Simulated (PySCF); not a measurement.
A structure optimised at PBE-D3(BJ)/def2-SVP, used in a PySCF frequency run:

```xyz
5

F     -0.6797     1.8925     0.0000
Si    -0.4721     0.2851     0.0000
Cl    -1.3633    -0.4718    -1.6794
Cl    -1.3633    -0.4718     1.6794
Br     1.6880    -0.1423     0.0000
```
Charge 0, spin multiplicity 1.

Write its SMILES, formula and point group.

F[Si](Cl)(Cl)Br, BrCl₂FSi, Cs

What are its rotational constants (standard atomic weights)?

1.7567, 1.0951, 0.88083 GHz
